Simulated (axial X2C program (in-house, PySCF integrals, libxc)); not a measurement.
# Which molecule has these constants?

Computed with an in-house relativistic program for diatomic molecules, spin-free (one-electron X2C) or two-component (2c: spin–orbit coupling with atomic mean-field Coulomb and Gaunt terms, which also bring small scalar terms), in Dyall basis sets with cores contracted in-house; open shells are unrestricted.

A two-component PBE0 calculation in a Dyall 3-zeta basis gave Re = 2.522 Å, ωe = 287.0 cm⁻¹, De = 1.41 eV, Ω = 0.

Question: Which molecule is it?
A. SeS⁻
B. SiSe⁻
C. PSe⁻
D. NaSe⁻
E. AlSe⁻

Answer: D. The others have SeS⁻ 2.144 Å and 464.3 cm⁻¹ (Ω = 3/2); AlSe⁻ 2.232 Å and 442.6 cm⁻¹ (Ω = 0); SiSe⁻ 2.171 Å and 474.0 cm⁻¹ (Ω = 1/2); PSe⁻ 2.143 Å and 472.9 cm⁻¹ (Ω = 1).

Each entry is the lowest single determinant of a limited PBE0 search at one distance. De goes to single-determinant-based atoms at the same level (for ions the charge split of lowest energy) and is withheld (n/a) where an atom does not fit its ground term or J level. Main or longest-lived isotopes. One determinant is a doubtful description, or other states lie close, for NaSe⁻, PSe⁻; these need not be ground states, and all values refer to the states named. Some open-shell Ω = 0 determinants are out of reach, so the Ω given for PSe⁻ need not be the lowest component. With several unpaired electrons the Ω given is that of one determinant, not necessarily of the lowest component. Some light 2c atoms are not at their ground J level, so De misses part of their lowering (0.04 eV or less). The functionals have no current term, which raises determinants with orbital currents.
